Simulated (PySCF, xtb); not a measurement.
C₄H₈OSi, SMILES C1[SiH](C)CC1=O.

xtb with GFN2-xTB at its own geometry gives an orbital gap of 3.99 eV and a dipole moment of 4.21 D.

Geometry: r2SCAN-D4/def2-SVP. The structure was generated by enumeration, and PubChem lists no compound with its InChIKey, so it may never have been made.

Task: What does PBE0/def2-TZVP (PySCF) give? (The exact figures need the calculation; the answer reports its results.)

Result: gap 6.40 eV (levels -6.95 and -0.55 eV), dipole 4.09 D.
